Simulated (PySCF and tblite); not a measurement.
Results of a calculation; reference values are marked as such.
# Rotation: stationary points, barriers and rates

System: C₂H₆BFS₂, numbered as in [CH3:1][S:2][S:3][CH2:4][BH:5][F:6].

Motion: rotation about the S2–S3 bond (torsion C1–S2–S3–C4 from -86° to 86°, rising). Level: BP86/pcSseg-1 + D3(BJ) on B3LYP-D3(BJ)/def2-SVP stationary points, with GFN2-xTB thermal terms. Rate constants are transition-state-theory values, counting equivalent paths, without tunnelling. Shieldings: GIAO at the same DFT level; methyl-like tops are averaged, other torsions stay as in the two minima; line shapes leave out couplings; of unlike H on one atom, [a] is the less shielded. (PySCF 2.14 with density fitting, tblite 0.8.)

```tsv
point	symmetry	E(GFN2) kcal/mol	E(DFT) kcal/mol	ZPE change kcal/mol	lowest mode cm⁻¹	dipole D
start	C1	0.0	0.0	0.00	17	1.81
saddle	C1	9.6	10.4	-0.23	143i	2.71
end	C1	0.0	0.0	-0.04	15	1.81
```

```
Electronic barrier                                      : 10.4 kcal/mol
Barrier with zero-point energy                          : 10.2 kcal/mol
ΔH‡ (298 K)                                             : 9.6 kcal/mol
ΔS‡ (298 K, symmetry apart)                             : -4.4 cal/(mol K)
Paths                                                   : 2 equivalent paths
End point                                               : the same structure with atoms interchanged, or its mirror image
Mean lifetime of the start against this motion at 298 K : 8.6 µs
Cost                                                    : 4.9 min on 1 thread of Arm Neoverse V1 (shared host) (rough), peak memory 0.62 GiB, launched as `OMP_NUM_THREADS=1 python ens_run.py task.json out`
```

```tsv
T/K	ΔG‡ kcal/mol	k s⁻¹
150	10.5	0.0033
200	10.6	20
250	10.8	3840
298	10.9	1.2×10⁵
350	11.1	1.6×10⁶
400	11.3	1.1×10⁷
500	11.7	1.6×10⁸
```

ΔG and ΔG‡ leave out symmetry numbers and mirror images; rates count paths: 2 out.

Sites that the motion interchanges:

```csv
nucleus,site,ppm,scale
¹H,H on C4 [b],29.10,shielding σ
¹H,H on C4 [a],28.52,shielding σ
```

```csv
nucleus,sites,¹H MHz,spread Hz,coalescence K,k there s⁻¹
¹H,H on C4 [b] / H on C4 [a],90,53,214,117
¹H,H on C4 [b] / H on C4 [a],600,352,232,780
¹H,H on C4 [b] / H on C4 [a],900,528,237,1180
```
